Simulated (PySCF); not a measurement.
Job file and geometry (Å, from PBE0-D3(BJ)/def2-SVP) of an NMR shielding run on SMILES [H]/N=C\[C@@H]1CCN([SiH3])C1, C$_{5}$H$_{12}$N$_{2}$Si, GIAO HF/pcSseg-1 NMR shielding, non-relativistic, gas phase (PySCF 2.14.0, density-fitted response routines); density fitting, a coarse starting grid and PySCF grid level 2 are the driver's defaults:

```
$ OMP_NUM_THREADS=1 python probes_run.py task.json out

{"job": {"kind": "nmr", "xc": "HF", "basis": "pcSseg-1", "pop": false}, "charge": 0, "multiplicity": 1}
N     -2.668094     2.334566     1.133646
C     -1.664698     1.563606     1.093294
C     -0.903347     1.088637    -0.111548
C     -0.833321    -0.454498    -0.182289
C      0.582410    -0.785654     0.281115
N      1.355809     0.320598    -0.238137
Si     3.060716     0.286270    -0.547867
C      0.584539     1.531228    -0.050586
H     -2.922402     2.625684     0.181125
H     -1.284672     1.179973     2.060192
H     -1.392489     1.495877    -1.010588
H     -0.964632    -0.779918    -1.224388
H     -1.613231    -0.941351     0.422689
H      0.620769    -0.850174     1.389923
H      0.949197    -1.747198    -0.111915
H      3.935585     0.494675     0.656309
H      3.391738    -1.053077    -1.121566
H      3.368800     1.378823    -1.520035
H      0.823541     2.277022    -0.825719
H      0.782188     2.015071     0.929407
```

Task: What does the program print?

Result: 
```
final grid: 154416 points
cycle   1  E = -593.9496128949  dE =  1.609e+00  |g| = 5.887e-01  |ddm| = 3.915e+00
cycle   2  E = -594.0475890496  dE = -9.798e-02  |g| = 3.030e-01  |ddm| = 7.427e-01
cycle   3  E = -594.0674576591  dE = -1.987e-02  |g| = 9.851e-02  |ddm| = 3.188e-01
cycle   4  E = -594.0705889651  dE = -3.131e-03  |g| = 2.087e-02  |ddm| = 1.232e-01
cycle   5  E = -594.0707324587  dE = -1.435e-04  |g| = 6.205e-03  |ddm| = 3.167e-02
cycle   6  E = -594.0707567768  dE = -2.432e-05  |g| = 3.091e-03  |ddm| = 1.333e-02
cycle   7  E = -594.0707622606  dE = -5.484e-06  |g| = 1.055e-03  |ddm| = 6.328e-03
cycle   8  E = -594.0707630467  dE = -7.861e-07  |g| = 3.154e-04  |ddm| = 2.434e-03
cycle   9  E = -594.0707630992  dE = -5.259e-08  |g| = 9.271e-05  |ddm| = 6.116e-04
cycle  10  E = -594.0707631034  dE = -4.207e-09  |g| = 2.467e-05  |ddm| = 1.801e-04
cycle  11  E = -594.0707631037  dE = -2.794e-10  |g| = 8.508e-06  |ddm| = 4.987e-05
converged SCF energy = -594.0707631037

GIAO shielding tensors (ppm)
atom      isotropic    diamagn.    paramagn.     s11        s22        s33       span
  0 N      -80.759     321.340    -402.098   -398.727    -68.999    225.450    624.178
  1 C        9.607     252.839    -243.232   -134.276     34.520    128.577    262.853
  2 C      145.513     248.300    -102.787    133.194    136.985    166.360     33.166
  3 C      160.517     244.978     -84.460    136.425    168.999    176.128     39.702
  4 C      146.144     242.739     -96.595    119.911    141.826    176.694     56.783
  5 N      250.173     331.798     -81.625    194.142    270.490    285.887     91.744
  6 Si     444.814     875.370    -430.556    411.840    413.063    509.539     97.700
  7 C      144.819     240.504     -95.685    115.829    139.734    178.896     63.067
  8 H       22.503      33.371     -10.868     13.449     24.617     29.441     15.992
  9 H       24.405      29.050      -4.645     21.355     22.219     29.641      8.286
 10 H       29.685      33.840      -4.155     26.716     26.901     35.437      8.721
 11 H       29.973      31.644      -1.672     24.750     27.797     37.371     12.621
 12 H       30.421      31.225      -0.804     25.940     27.915     37.408     11.468
 13 H       29.321      30.925      -1.604     24.109     27.421     36.432     12.323
 14 H       28.904      31.300      -2.396     23.579     27.410     35.724     12.144
 15 H       27.521      28.103      -0.582     23.892     25.261     33.409      9.517
 16 H       27.491      29.026      -1.535     23.760     25.847     32.866      9.106
 17 H       27.504      28.845      -1.342     23.766     25.856     32.888      9.121
 18 H       28.641      30.836      -2.195     23.165     27.872     34.887     11.723
 19 H       29.519      30.396      -0.876     24.019     28.596     35.943     11.923
```

Task: Turn these shieldings into chemical shifts. Referencing at the same level of theory: NH3 for 15N (σref 265.72); 13C (σref 190.85) and 29Si (σref 393.43) and 1H (σref 31.69) against TMS.

Result: Averaging equivalent atoms: N 0: 346.5; N 5: 15.5; C 1: 181.2; C 7: 46.0; C 2: 45.3; C 4: 44.7; C 3: 30.3; Si 6: -51.4; H 8: 9.18; H 9: 7.28; H 15/16/17: 4.18; H 18: 3.04; H 14: 2.78; H 13: 2.37; H 19: 2.17; H 10: 2.00; H 11: 1.71; H 12: 1.26 ppm. Experimental scales use liquid or dissolved standards, which lie at an offset from isolated NH3 (liquid NH3: subtract about 20 ppm). Unscaled 15N shifts of sp2 nitrogen come out 20 to 40 ppm too high even then.

Size and cost of the density-fitted run: 203 basis functions, 34 s wall time on 1 thread of an Arm Neoverse N1, shared host; peak memory 0.96 GiB.
